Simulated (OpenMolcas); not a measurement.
**V2+: moving or changing the point charges**

V2+ among 6 point charges of -2.2 e arranged as a trigonal prism (D3h), 1.9 Å from the ion, with a polar angle of 41.7° against the regular 49.1°. The active orbitals were held to one l.

```json
{"Program": "OpenMolcas", "Method": "CASSCF", "Basis": "ANO-RCC-VDZP [5s4p2d1f]", "Scalar Hamiltonian": "DKH2, point nucleus", "Active space": "3 electrons in 5 orbitals (3d)", "State averaging": "2S+1 = 4 even, 10 roots; 2S+1 = 2 even, 40 roots", "Spin-orbit coupling": "state interaction with AMFI integrals over the reference wave functions"}
```

Runs around this geometry, states (labels of D3, the rotations of D3h). Energies in cm-1 above the lowest state or level, χT in cm3 K/mol.

```json
{"R (Å)": "1.9", "q (e)": "-2.2", "Polar angle / regular": "0.78", "Ground state": "4A2", "First state of that spin": "4E 1494", "First gap with spin-orbit (degeneracies)": "24.0 (2, 2)", "χT at 300 K": "1.732", "First state of another spin": "2E 2190"}
{"R (Å)": "1.9", "q (e)": "-1.43", "Polar angle / regular": "0.85", "Ground state": "4A2", "First state of that spin": "4E 3654", "First gap with spin-orbit (degeneracies)": "12.7 (2, 2)", "χT at 300 K": "1.812", "First state of another spin": "2E 13909"}
{"R (Å)": "1.76", "q (e)": "-2.2", "Polar angle / regular": "0.85", "Ground state": "4A2", "First state of that spin": "4E 3705", "First gap with spin-orbit (degeneracies)": "8.7 (2, 2)", "χT at 300 K": "1.826", "First state of another spin": "2E 2589"}
{"R (Å)": "1.9", "q (e)": "-2.2", "Polar angle / regular": "0.85", "Ground state": "4A2", "First state of that spin": "4E 3811", "First gap with spin-orbit (degeneracies)": "10.3 (2, 2)", "χT at 300 K": "1.821", "First state of another spin": "2E 8048"}
{"R (Å)": "2.01", "q (e)": "-2.2", "Polar angle / regular": "0.85", "Ground state": "4A2", "First state of that spin": "4E 3504", "First gap with spin-orbit (degeneracies)": "12.2 (2, 2)", "χT at 300 K": "1.811", "First state of another spin": "2E 11248"}
```

Scaling the charges by -1.43 / -2.2 = 0.65 scales the first state of the same spin by 3654 / 3811 = 0.96; with fixed orbitals a first-order splitting would follow the charge.

Without dynamic correlation the repulsion within the d shell is too large (B by tens of per cent), so at a given field states of lower spin stand too high. This is an electrostatic model: the charges have no orbitals. An unlabelled pair can be two single states that coincide in this model. No measured value stands beside these numbers.
